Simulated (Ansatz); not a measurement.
Saddle point of Si₂H₄Cl₄, singlet (Si₂H₃Cl₃ ([SiH3][Si]([Cl])([Cl])[Cl]) + HCl → SiHCl₃ ([Cl][SiH]([Cl])[Cl]) + SiH₃Cl ([SiH3][Cl]); bonds formed: Si1–H6, Si2–Cl7; bonds broken: Si1–Si2, H6–Cl7), PBE0-D4/def2-TZVP structure:

| atom | x (Å) | y (Å) | z (Å) |
| --- | --- | --- | --- |
| Si1 | -0.9084 | 0.3950 | -0.8758 |
| Si2 | 0.7563 | -0.7438 | 0.7681 |
| Cl3 | -0.3862 | -0.5894 | -2.5707 |
| Cl4 | -2.6365 | -0.3221 | -0.0912 |
| Cl5 | -1.1594 | 2.3575 | -1.3210 |
| H6 | 0.3755 | 0.8671 | 0.2564 |
| Cl7 | 1.5160 | 1.6287 | 1.2405 |
| H8 | -0.0791 | -1.7998 | 0.0988 |
| H9 | 2.1312 | -0.9870 | 0.3021 |
| H10 | 0.3905 | -0.8060 | 2.1928 |

Energies are electronic, without zero-point energy. Barriers and step energies count from the start structure reached by relaxing down the imaginary mode; all methods use the PBE0-D4 structures, on which another method's saddle can fall below an end. Computed with Ansatz 0.2.0 (basis: def2-TZVPP, with def2-QZVPP for the basis limit); correlated methods freeze the cores. B3LYP uses VWN-RPA correlation. Extrapolation: Hartree–Fock as exp(−7.88 √X), correlation as X^−2.97.

```
      method  barrier (kJ/mol)  step energy (kJ/mol)
       SPW92             125.6                 -66.7
      PBE-D4             150.5                 -70.0
     BLYP-D4                 ?                 -78.9
   r2SCAN-D4             160.0                 -86.3
      B97M-V             176.5                 -86.5
     PBE0-D4             169.9                 -78.8
    B3LYP-D4             183.0                 -85.6
  r2SCAN0-D4             174.6                 -90.4
    BHLYP-D4             205.4                 -95.2
CAM-B3LYP-D4             195.9                 -91.0
     wB97X-V                 ?                 -90.7
     wB97M-V             184.6                 -94.9
      B2PLYP             191.0                 -92.1
    PBE-QIDH             184.0                 -89.7
  RPA on PBE                 ?                 -88.5
          HF             261.6                -113.7
         MP2             185.1                 -95.7
        CCSD             210.6                 -91.7
     CCSD(T)             197.2                 -88.1
```

Question: Fill in the withheld barriers. (An estimate is asked for; the value comes from the calculation.)

Answer: By the calculation: RPA on PBE 196.0; BLYP-D4 168.2; wB97X-V 195.4 kJ/mol. Each is the energy of the saddle less that of the start structure, by the same method.

For comparison, the barrier by CCSD(T) at an estimated basis limit (MP2 extrapolated from triple and quadruple zeta, plus CCSD(T) − MP2 in triple zeta) is 189.2 kJ/mol.

The T1 diagnostic stays at or below 0.012. The end structure is not quite a true minimum (one mode of 39i cm⁻¹).

Labels in which every atom is bracketed show which atoms are joined, not bond orders.

For scale, one of the runs: CCSD(T)/def2-TZVPP, 308 basis functions, launched by `ansatz run in.yaml --threads 2 --pin off --events-out ev --progress --plain --max-ram 32768MiB --backend cuda --devices 0, --max-vram 18GiB`. Time: 18 s of wall clock on 2 CPU threads of an AMD EPYC 7R13 and a share of one NVIDIA H100; the host was shared. Peak host memory: 0.85 GiB.
